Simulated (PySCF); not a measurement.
Several orderings of computed values.

Species are written as SMILES; each is one conformer at its optimised geometry, gas phase, non-relativistic unless stated. Electronic properties by PySCF.

Dipoles, sizes and rotational constants follow the conformer. The torsions of the flexible species, by atom-mapped SMILES:
- `[O:1]=[S:2](=[O:3])([CH2:4][F:5])[O:6][CH:7]1[CH2:8][CH2:9]1`: O1–S2–C4–F5 -159°, O1–S2–O6–C7 37°, S2–O6–C7–C8 173°
- `[CH2:1]=[CH:2][C@@H:3]([CH3:4])[C@@H:5]([CH3:6])[S:7](=[O:8])(=[O:9])[Cl:10]`: C1–C2–C3–C4 132°, C2–C3–C5–C6 -57°, C3–C5–S7–O8 -87°
- `[CH2:1]=[CH:2][O:3][SiH2:4][CH2:5][C:6](=[O:7])[C:8]#[C:9][CH3:10]`: C1–C2–O3–Si4 -174°, C2–O3–Si4–C5 -176°, O3–Si4–C5–C6 177°, Si4–C5–C6–O7 83°
- `[CH3:1][S:2][c:3]1[cH:4][cH:5][cH:6][nH+:7][c:8]1[CH3:9]`: C1–S2–C3–C4 -1°
- `[CH2:1]=[C:2]([Cl:3])[CH2:4][C@H:5]([C:6]#[N:7])[S:8][CH3:9]`: C1–C2–C4–C5 109°, C2–C4–C5–C6 -65°, C4–C5–S8–C9 70°

The conformers of `C[SiH2]P1C=C(C)CC1`, `CC1=C(C)CP([SiH3])C1` and `FC(F)[C@H]1CCC(=S)C[SiH2]1` aren't listed.

Question: Rank by HOMO–LUMO gap, highest first (PBE0/pcSseg-1 at GFN2-xTB geometries).
A. `O=S(=O)(CF)OC1CC1`
B. `C[SiH2]P1C=C(C)CC1`
C. `CC1=C(C)CP([SiH3])C1`
D. `C=C[C@@H](C)[C@@H](C)S(=O)(=O)Cl`
E. `FC(F)[C@H]1CCC(=S)C[SiH2]1`

Answer: A (9.23 eV), C (6.96 eV), D (6.60 eV), B (5.94 eV), E (4.29 eV).

Q: By how much do the two ends of that ranking differ?

A: By 4.94 eV, between `O=S(=O)(CF)OC1CC1` and `FC(F)[C@H]1CCC(=S)C[SiH2]1`.

Question: Rank by HOMO energy, highest first (PBE0/pcSseg-1 at GFN2-xTB geometries).
A. `C=CO[SiH2]CC(=O)C#CC`
B. `O=S(=O)(CF)OC1CC1`
C. `C[SiH2]P1C=C(C)CC1`
D. `CC1=C(C)CP([SiH3])C1`

Answer: C (-6.07 eV), D (-6.55 eV), A (-7.02 eV), B (-8.55 eV).

Q: Give the two extremes of that set in hartree.

A: `O=S(=O)(CF)OC1CC1`: -0.314 Eh; `C[SiH2]P1C=C(C)CC1`: -0.223 Eh.

Question: Rank by smallest rotational constant, highest first (GFN2-xTB).
A. `C1(OS(=O)(CF)=O)CC1`
B. `C[C@@H]1O[S@@](=O)O[C@]1(C)F`
C. `CSc1ccc[nH+]c1C`
D. `C=CO[SiH2]CC(=O)C#CC`
E. `C=C(Cl)C[C@H](C#N)SC`
F. `C([C@@H](C)[C@@H](C)S(=O)(=O)Cl)=C`

Answer: B (1.009 GHz), A (0.938 GHz), C (0.780 GHz), F (0.656 GHz), E (0.598 GHz), D (0.387 GHz).

Q: By how much do the two ends of that ranking differ?

A: By 0.622 GHz, between `C[C@@H]1O[S@@](=O)O[C@]1(C)F` and `C=CO[SiH2]CC(=O)C#CC`.
